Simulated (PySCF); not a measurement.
F4Ge, SMILES [F][Ge]([F])([F])[F] (connectivity only; charge and spin as stated), charge -1, multiplicity 2.

The structure is a stationary point at B3LYP-D3(BJ)/def2-SVPD. The spin state was assumed, not searched. The isomer is the one that the SMILES or the coordinates give; other isomers of the formula were not compared.

Two levels are set side by side: PBE/def2-SVPD (PySCF) and r2SCAN/def2-SVPD (PySCF). Same geometry, gas phase. Differences are taken from unrounded values.

| quantity | r2SCAN | PBE | PBE minus r2SCAN |
|---|---|---|---|
| α-spin orbital gap (eV) | 5.04 | 4.50 | -0.55 |
| β-spin orbital gap (eV) | 5.22 | 4.30 | -0.92 |
| mean polarisability (bohr³) | 44.1 | 48.0 | 3.8 |

Rough cost on one machine, each run with all the roots and properties that it gave: r2SCAN against PBE about 3 times.
